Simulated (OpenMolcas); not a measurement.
**OpenMolcas run: Fe3+**

Fe3+ with 6 ligands (chloride) in octahedral coordination (Oh) at 2.41 Å. A charge of +0.5 e stands 2.4 Å behind each ligand. Ligand basis ANO-RCC-VDZP. With inversion symmetry the input lists one of each pair of outer charges.

Input:

```
&GATEWAY
Coord
7

Fe 0.0 0.0 0.0
Cl 2.410000 0.000000 0.000000
Cl 0.000000 2.410000 0.000000
Cl -2.410000 0.000000 0.000000
Cl 0.000000 -2.410000 0.000000
Cl 0.000000 0.000000 2.410000
Cl 0.000000 0.000000 -2.410000
Basis=Fe.ANO-RCC-VDZP,Cl.ANO-RCC-VDZP
Group=XYZ
NoMove
AngMom=0.0 0.0 0.0
AMFI
RICD
XField
3 Angstrom 0
4.810000 0.000000 0.000000 0.500000
0.000000 4.810000 0.000000 0.500000
0.000000 0.000000 4.810000 0.500000
&SEWARD
&RASSCF
FileOrb=start.orb
Symmetry=1
Spin=6
nActEl=5 0 0
Inactive=30 33
Ras2=5 0
CIRoot=1 1 1
SDav=1
CIMx=300
Iter=150 100
PrWF=0.3
OrbListing=Nothing
MaxOrb=0
LevShft=1.0
>>> COPY $Project.JobIph JOB001
&RASSCF
FileOrb=start.orb
Symmetry=1
Spin=4
nActEl=5 0 0
Inactive=30 33
Ras2=5 0
CIRoot=24 24 1
SDav=24
CIMx=300
Iter=150 100
PrWF=0.3
OrbListing=Nothing
MaxOrb=0
LevShft=1.0
>>> COPY $Project.JobIph JOB002
&RASSCF
FileOrb=start.orb
Symmetry=1
Spin=2
nActEl=5 0 0
Inactive=30 33
Ras2=5 0
CIRoot=75 75 1
SDav=75
CIMx=300
Iter=150 100
PrWF=0.3
OrbListing=Nothing
MaxOrb=0
LevShft=1.0
>>> COPY $Project.JobIph JOB003
&RASSI
NrOfJobIphs=3 1 24 75
1
1 2 3 4 5 6 7 8 9 10 11 12 13 14 15 16 17 18 19 20 21 22 23 24
1 2 3 4 5 6 7 8 9 10 11 12 13 14 15 16 17 18 19 20 21 22 23 24 25 26 27
28 29 30 31 32 33 34 35 36 37 38 39 40 41 42 43 44 45 46 47 48 49 50 51
52 53 54 55 56 57 58 59 60 61 62 63 64 65 66 67 68 69 70 71 72 73 74 75
IphNames
JOB001
JOB002
JOB003
EJob
SpinOrbit
DIPRint=1.0
SOCoupling=1000.0
Subsets=2
Property=9
'ANGMOM' 1 'ANGMOM' 2 'ANGMOM' 3 'MLTPL  1' 1 'MLTPL  1' 2 'MLTPL  1' 3
'AMFI' 1 'AMFI' 2 'AMFI' 3
SOProperty=3
'ANGMOM' 1 'ANGMOM' 2 'ANGMOM' 3
```

Launched by
```bash
OMP_NUM_THREADS=1 MOLCAS_MEM=2457 MOLCAS_PROJECT=a pymolcas a.inp > a.log  # once for each step of the input, in one work folder
```

A driver script runs the steps one by one and writes start.orb anew before each from the orbitals found so far.

Output, cut to the results:

```
--- SEWARD ---
Basis set label: FE.ANO-RCC...5S4P2D1F.

      Electronic valence basis set:
      ------------------
      Associated Effective Charge  26.000000 au
      Associated Actual Charge     26.000000 au
      Nuclear Model: Point charge

      Shell  nPrim  nBasis  Cartesian Spherical Contaminant
         s      21       5        X
         p      15       4        X
         d      10       2                 X
         f       6       1                 X
                  Relativistic Douglas-Kroll-Hess integrals:
                    - DKH order of Hamiltonian: 2
                    - DKH order of Properties : 0
                  Atomic mean-field integrals
--- RASSCF ---
Wave function specifications:
      -----------------------------

      Number of closed shell electrons         126
      Number of electrons in active shells       5
      Max number of holes in RAS1 space          0
      Max nr of electrons in RAS3 space          0
      Number of inactive orbitals               63
      Number of active orbitals                  5
      Number of secondary orbitals              74
      Spin quantum number                      2.5
      State symmetry                             1
Orbital specifications:
      -----------------------

      Symmetry species                           1   2
                                                ag  au
      Frozen orbitals                            0   0
      Inactive orbitals                         30  33
      Active orbitals                            5   0
      RAS1 orbitals                              0   0
      RAS2 orbitals                              5   0
      RAS3 orbitals                              0   0
      Secondary orbitals                        34  40
      Deleted orbitals                           0   0
      Number of basis functions                 69  73
      Number of CSFs                             1
      Number of root(s) required                 1
      Iter CI   SX   CI       RASSCF       Energy    max ROT     max BLB   max BLB  Level Ln srch  Step   QN
          iter iter root      energy       change     param      element    value   shift minimum  type update
 Nr of preliminary CI iterations:   1
      Total energies have been shifted. Add                -4000.00 au
        1   1   10    1   -37.38642234    0.00E+00  -8.87E-02   35  41 1  3.29E-01*  1.53   0.00    SX    NO
        2   1   10    1   -37.88939491   -5.03E-01* -5.79E-02   11  34 2  1.29E-01*  1.19   0.00    SX    NO
        3   1   10    1   -38.02339894   -1.34E-01* -3.90E-02   11  34 2  6.50E-02*  1.06   0.00    SX    NO
        4   1   10    1   -38.05898010   -3.56E-02* -2.25E-02   11  34 2  3.09E-02*  1.01   0.00    SX    NO
        5   1   10    1   -38.06881897   -9.84E-03* -2.28E-02    8  42 1 -1.68E-02*  0.98   2.14    LS   YES
        6   1    9    1   -38.07271130   -3.89E-03*  6.40E-03   33  39 1 -8.17E-03*  0.95   1.12    QN   YES
        7   1    9    1   -38.07362617   -9.15E-04*  4.72E-03    4  44 2 -6.19E-03*  0.96   1.76    LS   YES
        8   1    9    1   -38.07383444   -2.08E-04*  1.12E-03    4  44 2 -5.85E-03*  0.96   1.03    QN   YES
        9   1    8    1   -38.07395533   -1.21E-04*  1.28E-03    9  47 2 -1.49E-03*  0.96   1.42    QN   YES
       10   1    8    1   -38.07399290   -3.76E-05* -7.29E-04    6  46 2  1.12E-03*  0.96   1.29    QN   YES
       11   1    7    1   -38.07400002   -7.12E-06* -2.90E-04    6  46 2  4.61E-04*  0.96   1.34    QN   YES
       12   1    7    1   -38.07400137   -1.35E-06* -1.11E-04   27  36 2 -1.43E-04*  0.96   1.29    QN   YES
       13   1    6    1   -38.07400159   -2.25E-07* -4.74E-05    6  46 2 -8.03E-05   0.96   1.43    LS   YES
       14   1    6    1   -38.07400161   -1.75E-08*  1.51E-05    6  46 2 -9.32E-05   0.96   0.86    QN   YES
       15   1    6    1   -38.07400164   -2.97E-08*  1.28E-05    5  35 2  3.16E-05   0.96   1.62    QN   YES
       16   1    5    1   -38.07400165   -7.57E-09  -5.32E-06   33  36 2  8.00E-06   0.96   1.13    QN   YES
      Convergence after 16 iterations
       17   1    5    1   -38.07400165   -7.75E-10  -5.32E-06    4  44 2  5.41E-06   0.96   1.13    QN   YES
      Natural orbitals and occupation numbers for root  1
      sym 1:   1.000000   1.000000   1.000000   1.000000   1.000000
::    RASSCF root number  1 Total energy:  -4038.07400165
--- RASSCF ---
Wave function specifications:
      -----------------------------

...
--- RASSI ---
SPIN-FREE ENERGIES:
  (Shifted by EMIN (a.u.) =      -4038.0740016481)

 SF State       Relative EMIN(au)   Rel lowest level(eV)    D:o, cm**(-1)

     1             0.0000000000        0.0000000000              0.0000
     2             0.1267920392        3.4501871519          27827.6361
     3             0.1267920392        3.4501871519          27827.6361
     4             0.1267920392        3.4501871519          27827.6361
     5             0.1469534099        3.9988059966          32252.5455
     6             0.1469534099        3.9988059966          32252.5455
     7             0.1469534099        3.9988059966          32252.5455
     8             0.1495449685        4.0693259003          32821.3268
     9             0.1513452333        4.1183136005          33216.4393
    10             0.1513452333        4.1183136005          33216.4393
    26             0.1780916678        4.8461211608          39086.6031
    27             0.1780916678        4.8461211608          39086.6031
    28             0.1780916678        4.8461211608          39086.6031
    11             0.1830747238        4.9817170216          40180.2575
    12             0.1830747238        4.9817170216          40180.2575
    13             0.1830747238        4.9817170216          40180.2575
    14             0.1868714258        5.0850305450          41013.5373
    15             0.1868714258        5.0850305450          41013.5373
    29             0.1946038810        5.2954413705          42710.6150
    30             0.1946038810        5.2954413705          42710.6150
    31             0.1946038810        5.2954413705          42710.6150
    32             0.1978556499        5.3839265116          43424.2958
    17             0.2005808440        5.4580828204          44022.4068
    18             0.2005808440        5.4580828204          44022.4068
    16             0.2005808440        5.4580828204          44022.4068
...
```

Spin-orbit levels above the lowest (labels of O, the rotations of Oh):

```
E (cm-1)  Degeneracy  Label  2S+1               g
     0.0           6            6                
   27743           2     Γ7     4  2.39 2.39 2.39
   27764           4     Γ8     4                
   27856           4     Γ8     4                
   27926           2     Γ6     4  2.95 2.95 2.95
   32125           2     Γ7     4  2.07 2.07 2.07
   32192           4     Γ8     4                
   32311           2     Γ6     4  3.67 3.67 3.67
   32327           4     Γ8     4                
   32818           4     Γ8     4                
   33215           2     Γ7     4  2.04 2.04 2.04
   33220           4     Γ8     4                
   33229           2     Γ6     4  1.65 1.65 1.65
   38652           2     Γ7     2  2.65 2.65 2.65
   39310           4     Γ8     2                
   39933           4     Γ8     4                
   39971           2     Γ6     4  2.04 2.04 2.04
   40304           4     Γ8     4                
   40477           2     Γ7     4  3.67 3.67 3.67
   40947           2     Γ7     4  2.14 2.14 2.14
```

Without dynamic correlation the repulsion within the d shell is too large (B by tens of per cent), so at a given field states of lower spin stand too high. Ligand-to-metal charge-transfer states are missing. With no ligand orbital active B as a rule stays too high, so bands that hang on it stand too high and its fall with covalency is understated. With metal d orbitals alone and no dynamic correlation the field as a rule comes out too small, by tens of per cent, by up to half for chloride and softer ligands. No measured value stands beside these numbers; the geometry is a model, was not optimised and need not be the one that this ion takes.

The RASSCF and RASSI steps took 46 s on 1 thread of Arm Neoverse V2 (shared host); the integral step is not counted.
